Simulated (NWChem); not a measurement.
Everything below was run with NWChem. System: arsine (H₃As), charge 0, spin multiplicity 1, at a geometry optimised with B3LYP/def2-SVP. Level: MP2/def2-TZVP, 9 core orbitals frozen.

Input file:

```
start mol
memory heap 200 mb stack 900 mb global 1100 mb
geometry units angstroms nocenter noautoz
  As     0.001021     0.071038     0.000000
  H     -0.646662    -0.772289     1.100745
  H     -0.646662    -0.772289    -1.100745
  H      1.259642    -0.799689     0.000000
  symmetry group Cs
end
basis spherical
  * library def2-tzvp
end
scf
  rhf
  nopen 0
  maxiter 100
  thresh 1e-7
  semidirect memsize 60000000 filesize 0
end
mp2
  freeze core 9
end
task mp2 energy
```

Part of the output:

```
             Northwest Computational Chemistry Package (NWChem) 7.3.0
             --------------------------------------------------------

                                NWChem Input Module
                                -------------------

 Scaling coordinates for geometry "geometry" by  1.889725989
 (inverse scale =  0.529177249)

 Turning off AUTOSYM since
 SYMMETRY directive was detected!

                             Geometry "geometry" -> ""
                             -------------------------

 Output coordinates in angstroms (scale by  1.889725989 to convert to a.u.)

  No.       Tag          Charge          X              Y              Z
 ---- ---------------- ---------- -------------- -------------- --------------
    1 As                  33.0000     0.00102100     0.07103800     0.00000000
    2 H                    1.0000    -0.64666200    -0.77228900     1.10074500
    3 H                    1.0000    -0.64666200    -0.77228900    -1.10074500
    4 H                    1.0000     1.25964200    -0.79968900     0.00000000

 Effective nuclear repulsion energy (a.u.)      34.9516285710

            Nuclear Dipole moment (a.u.)
            ----------------------------
        X                 Y               Z
 ---------------- ---------------- ----------------
     0.0000207870    -0.0000245664     0.0000000000

      Symmetry information
      --------------------

 Group name             Cs
 Group number              2
 Group order               2
 No. of unique centers     3

      Symmetry unique atoms

     1    2    4


 Summary of "ao basis" -> "" (spherical)
 ------------------------------------------------------------------------------
       Tag                 Description            Shells   Functions and Types
 ---------------- ------------------------------  ------  ---------------------
 *                         def2-tzvp                  on all atoms

 Summary of "ao basis" -> "ao basis" (spherical)
 ------------------------------------------------------------------------------
       Tag                 Description            Shells   Functions and Types
 ---------------- ------------------------------  ------  ---------------------
 As                        def2-tzvp                16       48   6s5p4d1f
 H                         def2-tzvp                 4        6   3s1p

                                 NWChem SCF Module
                                 -----------------

  ao basis        = "ao basis"
  functions       =    66
  atoms           =     4
  closed shells   =    18
  open shells     =     0
  charge          =   0.00
  wavefunction    = RHF
  use symmetry    = T
  symmetry adapt  = T

 Summary of "ao basis" -> "ao basis" (spherical)
 ------------------------------------------------------------------------------
       Tag                 Description            Shells   Functions and Types
 ---------------- ------------------------------  ------  ---------------------
 As                        def2-tzvp                16       48   6s5p4d1f
 H                         def2-tzvp                 4        6   3s1p

      Symmetry analysis of basis
      --------------------------

        a'         43
        a"         23

 Forming initial guess at       0.0s

      Superposition of Atomic Density Guess
      -------------------------------------

 Sum of atomic energies:       -2235.63673175

      Non-variational initial energy
      ------------------------------

 Total energy =   -2235.815255
[...]
    11     -0.244023  1 As py                 4     -0.155846  1 As s

 Vector   19  Occ=0.000000D+00  E= 1.387846D-01  Symmetry=a'
              MO Center= -8.9D-03, -5.8D-01,  4.0D-11, r^2= 5.9D+00
   Bfn.  Coefficient  Atom+Function         Bfn.  Coefficient  Atom+Function
  ----- ------------  ---------------      ----- ------------  ---------------
     6      1.899079  1 As s                 51     -1.083317  2 H  s
    57     -1.083317  3 H  s                 63     -1.081608  4 H  s
    20     -1.072239  1 As py

 Vector   20  Occ=0.000000D+00  E= 1.402563D-01  Symmetry=a'
              MO Center=  1.2D-01, -1.4D-01, -4.8D-12, r^2= 4.2D+00
   Bfn.  Coefficient  Atom+Function         Bfn.  Coefficient  Atom+Function
  ----- ------------  ---------------      ----- ------------  ---------------
    19      1.366441  1 As px                63     -1.273873  4 H  s
    51      0.635442  2 H  s                 57      0.635442  3 H  s
    10     -0.168624  1 As px                62     -0.158421  4 H  s
    16      0.153294  1 As px

 Vector   21  Occ=0.000000D+00  E= 1.402571D-01  Symmetry=a"
              MO Center= -1.2D-01, -1.3D-01,  3.0D-10, r^2= 4.2D+00
   Bfn.  Coefficient  Atom+Function         Bfn.  Coefficient  Atom+Function
  ----- ------------  ---------------      ----- ------------  ---------------
    21      1.366611  1 As pz                51     -1.102350  2 H  s
    57      1.102350  3 H  s                 12     -0.168644  1 As pz
    18      0.153313  1 As pz

 center of mass
 --------------
 x =   0.00103158 y =   0.07175520 z =   0.00000000

 moments of inertia (a.u.)
 ------------------
          16.264928430855           0.016962856763           0.000000000000
           0.016962856763          17.442141902272           0.000000000000
           0.000000000000           0.000000000000          16.264269058890

  Mulliken analysis of the total density
  --------------------------------------

    Atom       Charge   Shell Charges
 -----------   ------   -------------------------------------------------------
    1 As  33    33.11   2.00  2.00  1.16  0.79  0.93  0.85  5.99  5.77  0.37  1.76  1.30  8.95  1.06  0.04  0.12  0.02
    2 H    1     0.96   0.23  0.54  0.19  0.01
    3 H    1     0.96   0.23  0.54  0.19  0.01
    4 H    1     0.96   0.23  0.54  0.19  0.01

       Multipole analysis of the density wrt the origin
       ------------------------------------------------

     L   x y z        total         open         nuclear
     -   - - -        -----         ----         -------
     0   0 0 0     -0.000000      0.000000     36.000000

     1   1 0 0     -0.001673      0.000000      0.000021
     1   0 1 0     -0.116562      0.000000     -0.000025
     1   0 0 1      0.000000      0.000000      0.000000

     2   2 0 0    -14.792740      0.000000      8.652960
     2   1 1 0     -0.023514      0.000000     -0.021814
     2   1 0 1     -0.000000      0.000000      0.000000
     2   0 2 0    -16.427501      0.000000      7.138180
     2   0 1 1      0.000000      0.000000      0.000000
     2   0 0 2    -14.792370      0.000000      8.653686

                   NWChem MP2 Semi-direct Energy/Gradient Module
                   ---------------------------------------------

  Basis functions       =     66
  Molecular orbitals    =     66
  Frozen core           =      9
  Frozen virtuals       =      0
  Active alpha occupied =      9
  Active beta occupied  =      9
  Active alpha virtual  =     48
  Active beta virtual   =     48
  Use MO symmetry       = T
  Use skeleton AO sym   = T

  AO/Fock/Back tols     =   1.0D-09  1.0D-09  1.0D-09

 GA uses MA = F    GA memory limited = T

 Available:
  local mem=  1.26D+08
 global mem=  1.44D+08
 local disk=  0.00D+00
  mp2_memr nvloc                    48
  nvloc new                    48
   1 passes of   9:        4194304                      30477                   3255041.
   1 passes of   9: M    126150349           G      144170488           F     121956045.

 Semi-direct pass number   1 of   1  for RHF alpha+beta  at        1.0s
  vrange nnbf                  2211
  mp2_eaftype                    12  avail_ma_in_mb                  1099
 EAF : mp2_eaftype filesize          12    1627520.
  mp2_eaf for mointskh                     12
Node 0 wrote      7.6 Mb in      0.0 s     Agg I/O rate:  2165.7 Mb/s
 Done moints_semi at        3.0s
  mp2_eaftype                    12  avail_ma_in_mb                  1087
 EAF : mp2_eaftype filesize          12    1627520.
  mp2_eaf for kh                    12
 Done maket at        3.0s
 Done multipass loop at        3.0s

          -------------------------------------------
          SCF energy               -2235.930305548374
          Correlation energy          -0.276448306683
          Singlet pairs               -0.166917968124
          Triplet pairs               -0.109530338559
          Total MP2 energy         -2236.206753855057
          -------------------------------------------

          ---------------------------------------------------
                    Spin Component Scaled (SCS) MP2
          Same spin pairs                     -0.073020225706
          Same spin scaling factor             0.333333333333
          Opposite spin pairs                 -0.203428080977
          Opposite spin scaling fact.          1.200000000000
          SCS-MP2 correlation energy          -0.268453772408
          Total SCS-MP2 energy             -2236.198759320782
          ---------------------------------------------------

 -----------------------
 Performance information
 -----------------------

 Timer overhead =  1.54D-07 seconds/call

               Nr. of calls         CPU time (s)                 Wall time (s)                GFlops
             ---------------    -------------------     ------------------------------   -------------------
Name         Min   Avg   Max    Min     Avg     Max     Min     Avg     Max   Mx/calls   Min     Max     Sum
mp2: moin     1     1     1    2.0     2.0     2.0      2.0     2.0     2.0     2.0      0.0     0.0     0.0
mp2: make     1     1     1   4.05E-2 4.05E-2 4.05E-2  4.05E-2 4.05E-2 4.05E-2 4.05E-2   0.0     0.0     0.0
mp2: tota     1     1     1    2.1     2.1     2.1      2.1     2.1     2.1     2.1      0.0     0.0     0.0

 The average no. of pstat calls per process was 3.00D+00
 with a timing overhead of 4.61D-07s

 Task  times  cpu:        3.0s     wall:        3.0s

 Total times  cpu:        3.0s     wall:        3.0s
```
